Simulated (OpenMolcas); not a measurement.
**Mn5+: effect of the IPEA shift**

```
Program             : OpenMolcas 26.06
Basis               : ANO-RCC-VTZP [6s5p3d2f1g]
Scalar Hamiltonian  : DKH2, point nucleus
Active space        : 2 electrons in 10 orbitals (3d 4d)
State averaging     : 2S+1 = 3 even, 10 roots; 2S+1 = 1 even, 15 roots
Spin-orbit coupling : RASSI with atomic mean-field integrals over the reference wave functions, term energies averaged over their components
```

Methods on the same reference wave functions:
A. CASSCF
B. SS-CASPT2, IPEA 0 Eh, imaginary shift 0.1 Eh (closed shells correlated: 3s 3p)
C. SS-CASPT2, IPEA 0.25 Eh, imaginary shift 0.1 Eh (closed shells correlated: 3s 3p)

Energies in cm⁻¹ above 3d² ³F₂, the measured ground level; measured values from Corliss and Sugar, J. Phys. Chem. Ref. Data 6, 1253 (1977).

```json
{"Level": "3d² ³F₂", "A": "0.0", "B": "0.0", "C": "0.0", "Measured": "0.0"}
{"Level": "3d² ³F₃", "A": "754", "B": "760", "C": "760", "Measured": "746"}
{"Level": "3d² ³F₄", "A": "1711", "B": "1716", "C": "1716", "Measured": "1669"}
{"Level": "3d² ¹D₂", "A": "18570", "B": "15630", "C": "15600", "Measured": "15336"}
{"Level": "3d² ³P₀", "A": "21606", "B": "18580", "C": "18750", "Measured": "17782"}
{"Level": "3d² ³P₁", "A": "21871", "B": "18840", "C": "19020", "Measured": "18057"}
{"Level": "3d² ³P₂", "A": "22471", "B": "19450", "C": "19610", "Measured": "18628"}
{"Level": "3d² ¹G₄", "A": "28431", "B": "26530", "C": "26430", "Measured": "25511"}
{"Level": "3d² ¹S₀", "A": "67852", "B": "61310", "C": "61220", "Measured": ""}
```

Deviations, from unrounded energies. A percentage is the sum of absolute deviations over the sum of measured energies, with the sign that they share, or ± where signs differ.

| Against measurement | Levels | A | B | C |
| --- | --- | --- | --- | --- |
| mean absolute deviation (cm-1) | 7 | 2500 | 540 | 590 |
| fine structure of the ground term (%) | 2 | +2.1 | +2.5 | +2.5 |
| other terms of the ground configuration (%) | 5 | +18.5 | +3.9 | +4.3 |

B lies closest to measurement on these levels and A furthest from it. The largest miss of B in the table is 3d² ¹G₄, by +1000 cm-1. The ranking rests on the paired levels alone, and a cruder setting can come out closer through cancelling errors.

Between B and C the level of the table that moves most is 3d² ³P₁, by 170 cm-1 (lowest in B, highest in C). Moves below CASPT2's spread within the term are not significant.

The mean deviations of B to C differ by less than CASPT2's widest spread within a term (850 cm-1), so their order carries little weight.

From A to B the spin-free energies of the other terms of 3d² shown, above ³F, scale by factors of 0.83 to 0.93, as is usual when dynamic correlation screens the repulsion within a d or f shell.

The lowest spin-free term lies below A's lowest term by 0.296 hartree in B, 0.292 hartree in C.

CASPT2 does not keep the components of a term degenerate, so their means are used; among the terms shown or strongly mixed into the levels shown the widest spread is 850 cm-1 (3d² ¹G, B). Active for correlation alone: 4d; no level in the range computed is led by a configuration that fills it, so any true level of that kind is missing. Without dynamic correlation excited terms often stand tens of per cent too high (terms of higher spin than the ground term too low), and those without a measured partner can miss by more than the paired ones (holds for A). Computed and measured levels are paired by configuration, term and J; levels that our copy of the source lacks, or whose pairing is in doubt (as where it misses far off the trend of its configuration), stay unpaired and out of the deviations. Only configurations of the active space appear.
